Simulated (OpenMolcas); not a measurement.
A calculation on Mo+.

- Program: OpenMolcas
- Method: MS-CASPT2, IPEA 0.25 Eh, imaginary shift 0.1 Eh (closed shells correlated: 4s 4p)
- Basis: ANO-RCC-VTZP [7s6p4d2f1g]
- Scalar Hamiltonian: DKH2, point nucleus
- Active space: 5 electrons in 6 orbitals (4d 5s)
- State averaging: 2S+1 = 6 even, 6 roots; 2S+1 = 4 even, 64 roots kept (CI in the orbitals of an earlier block); 2S+1 = 2 even, 110 roots kept (CI in the orbitals of an earlier block)
- Spin-orbit coupling: RASSI with atomic mean-field integrals over the reference wave functions, term energies averaged over their components

(1) Which level of the active space comes out lowest?

(2) How high does 4d4 5s 6D 7/2 lie?

(3) How high does 4d4 5s 6D 3/2 lie?

(4) How high does 4d4 5s 6D 5/2 lie?

(5) The level at 2.032 eV has J = 5/2. What is it made of, and what is its g factor?

Measured values: NIST Handbook of Basic Atomic Spectroscopic Data.

## Answers

(1) 4d5 6S 5/2, with 99 % of that term; it is also the measured ground level.

(2) 1.566 eV above the lowest level; measured 1.5994 eV above the ground level, so the calculation is off by -2 %.

(3) 1.463 eV above the lowest level; measured 1.4920 eV above the ground level, so the calculation is off by -2 %.

(4) 1.508 eV above the lowest level; measured 1.5395 eV above the ground level, so the calculation is off by -2 %.

(5) 38 % 4d5 4G 5/2, 29 % 4d5 4P, 26 % 4d4 5s 4D(1); g = 1.131, against 0.570 from Landé's formula for the pure leading term.

CASPT2 breaks the degeneracy within a term, and the mean is taken; among the terms shown or strongly mixed into the levels shown the widest spread is 320 cm-1 (4d5 4G). Blocks of more than 70 roots (2S+1 = 2 even) ran without multistate coupling. Terms from blocks run as CI alone lack orbitals of their own. Configurations are named by rounded mean occupations; where the s occupation lies near a half they are strongly mixed, a name can repeat and a true partner stay unpaired. A single d shell beside an s shell can misplace configurations of different d count against each other. Computed and measured levels are paired by configuration, term and J; levels that our copy of the source lacks, or whose pairing is in doubt (as where it misses far off the trend of its configuration), stay unpaired and out of the deviations. Only configurations of the active space appear.

A number in round brackets counts repeated terms of one configuration in the order of the reference energies.
